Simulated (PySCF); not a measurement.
Species: C6H18BN.
SMILES with atom numbers: `[BH3-:1][N+:2]([CH2:3][CH3:4])([CH2:5][CH3:6])[CH2:7][CH3:8]` (hydrogens: H9, H10, H11 on B1; H12, H13 on C3; H14, H15, H16 on C4; H17, H18 on C5; H19, H20, H21 on C6; H22, H23 on C7; H24, H25, H26 on C8)

Geometry (PBE0-D3(BJ)/def2-SVP, Å), atoms numbered from 1 in this order:
```xyz
26
C6H18BN angstrom
B     -0.1397   -0.5249   -1.8542
N      0.1454    0.1185   -0.3660
C     -0.4420   -0.7364    0.7024
C     -1.9483   -0.8714    0.6681
C     -0.4495    1.4853   -0.3737
C     -0.3313    2.2929    0.9047
C      1.6153    0.2384   -0.1427
C      2.4197   -1.0345   -0.2969
H     -1.3110   -0.2937   -2.1230
H      0.6250    0.0615   -2.6144
H      0.0851   -1.7261   -1.7830
H     -0.1104   -0.3449    1.6800
H      0.0106   -1.7275    0.5766
H     -2.4662    0.0748    0.8838
H     -2.2542   -1.5947    1.4381
H     -2.2864   -1.2402   -0.3091
H      0.0281    2.0069   -1.2154
H     -1.5012    1.3614   -0.6582
H      0.7094    2.5062    1.1884
H     -0.8284    1.8086    1.7587
H     -0.8281    3.2619    0.7498
H      1.7728    0.6558    0.8660
H      1.9677    0.9826   -0.8710
H      2.1386   -1.8070    0.4333
H      3.4796   -0.7946   -0.1249
H      2.3132   -1.4533   -1.3049
```

Computed at PBE0/pcSseg-1 (PySCF, non-relativistic), with Q(11B) = 0.04059 b, Q(14N) = 0.02044 b: B1, 11B (I = 3/2): χzz = 2.226 MHz, η = 0.028; N2, 14N (I = 1): χzz = -2.832 MHz, η = 0.008.

(1) Find the zero-field quadrupole resonance frequencies of 11B at B1.

(2) Find the zero-field quadrupole resonance frequencies of 14N at N2.

## Answers

(1) From ν = (|χ|/2)√(1 + η²/3): ν = 1.113 MHz (four-coordinate boron).

(2) From ν± = (3/4)|χ|(1 ± η/3) and ν0 = |χ|η/2: ν+ 2.130 MHz, ν− 2.118 MHz, ν0 0.012 MHz (nitrogen bonded to B and 3 C).

In a crystal, neighbours and librations shift these lines. Geometry: PBE0-D3(BJ)/def2-SVP, one conformer, isolated molecule. With a basis this small, the couplings can be 20 % off.
